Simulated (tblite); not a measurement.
C4H6F3Si2 (doublet state).
Cartesian coordinates in Å at the GFN2-xTB level; atoms count from 1:
```
atom  x, y, z in Å
C1     3.470    0.960    0.462
C2     2.624    0.397   -0.174
Si3    1.339   -0.485   -1.210
C4     0.152   -1.260    0.079
Si5   -0.715   -0.014    1.194
F6    -1.785   -0.761    2.152
C7    -1.839    1.098    0.075
F8    -2.183    0.445   -1.076
F9    -1.171    2.216   -0.330
H10    2.015   -1.548   -1.963
H11    0.689    0.501   -2.070
H12   -0.601   -1.836   -0.464
H13    0.705   -1.970    0.693
H14    0.071    0.830    2.071
H15   -2.775    1.436    0.539
```

Structure optimised with GFN2-xTB, isolated species. This method treats the open shell by occupation alone, without spin polarisation.

Take the most abundant isotopes and a rigid rotor. The values belong to one conformer with, in the numbering `[C:1]#[C:2][SiH2:3][CH2:4][Si@H:5]([F:6])[CH:7]([F:8])[F:9]`, C2–Si3–C4–Si5 61°, Si3–C4–Si5–F6 175°, C4–Si5–C7–F8 25°.

(1) What are A, B and C (MHz)?

(2) Classify the top.

(3) Is it planar, by Δ = Ic − Ia − Ib?

(4) Give the other two planar moments, Paa and Pbb, and the rms extents of the mass along the axes.

(5) Estimate the classical rotational partition function at 100 K, 200 K and 500 K.

Results:

(1) Ia = 352.73, Ib = 674.07, Ic = 758.81 u·Å²; 505379 MHz·u·Å²/I gives A = 1433, B = 749.7, C = 666.0 MHz.

(2) An asymmetric top; Ray's κ = -0.782.

(3) Not planar: Δ = Ic − Ia − Ib = -267.99 u·Å². For a rigid frame Δ = −2 Σ m c², so Σ m c² = 133.99 u·Å² lies off the ab plane: 14.43 from hydrogen and 119.56 from heavier atoms. The atom farthest from that plane is 2.16 Å away.

(4) Paa = Σ m a² = (Ib + Ic − Ia)/2 = 540.07 and Pbb = Σ m b² = (Ia + Ic − Ib)/2 = 218.74 u·Å². With the mass M = 167.00 u, the rms extents √(P/M) along a, b and c are 1.80, 1.14, 0.90 Å.

(5) Point group C1, symmetry number σ = 1; q = (√π/σ)·√((kT/h)³/(ABC)), k/h = 20836.6 MHz/K: 199000 at 100 K, 564000 at 200 K, 2230000 at 500 K.

For this open shell read J as N, the rotation without spin; fine and hyperfine splittings come on top. Its GFN2-xTB frequencies are all real (lowest 22 cm⁻¹). These are rigid-rotor constants of the computed structure; measured ground-state constants (B0) also hold zero-point vibration.

Time: 0.65 s wall. Hardware: one thread, Arm Neoverse V1 (aarch64), shared host with 32 logical CPUs at a one-minute load of 33. This is the geometry optimisation.
